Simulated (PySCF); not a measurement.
# Two-component Hartree-Fock for Tb⁶⁰⁺ (terbium, charge +60)

Start: [He] 2s2 2p1; 2p3/2 filled at m_j = +3/2. Calculated with PySCF 2.14 in an uncontracted even-tempered set (17 s from 42 bohr⁻², ratio 2.4; 13 p from 55 bohr⁻², ratio 2.4; 5 d from 180 bohr⁻², ratio 2.6; 4 f from 260 bohr⁻², ratio 2.6): generalised Hartree-Fock with the X2C-1e Hamiltonian and a Gaussian nucleus; one run each with spin-orbit coupling (SO) screened by Boettger's factors, then bare. This is a chosen level, not necessarily the ground level.

```
spinor shell  electrons  ε, screened SO (eV)  ε, bare SO (eV)  weight of nominal j (bare SO)  rms radius, bare SO (bohr)
       1s1/2          2             -58687.9         -58688.2                          1.000                      0.0243
       2s1/2          2             -14183.8         -14183.9                          1.000                      0.0945
       2p3/2          1             -13193.8         -13186.5                          1.000                      0.0856
```

```csv
quantity,screened SO,bare SO
E (hartree),-6004.21253,-6003.94307
M_J,3/2,3/2
⟨J²⟩,3.750,3.750
⟨L²⟩,2.000,2.000
⟨S²⟩,0.750,0.750
```

Each row is a mean over spinors that exchange with the open shell spreads, by up to 55.955 eV (2s1/2).

Breit and QED terms are absent; they matter most for the inner s and p1/2 levels.

Densities and radii are taken from the X2C orbitals without a picture-change correction, which distorts them close to the nucleus.
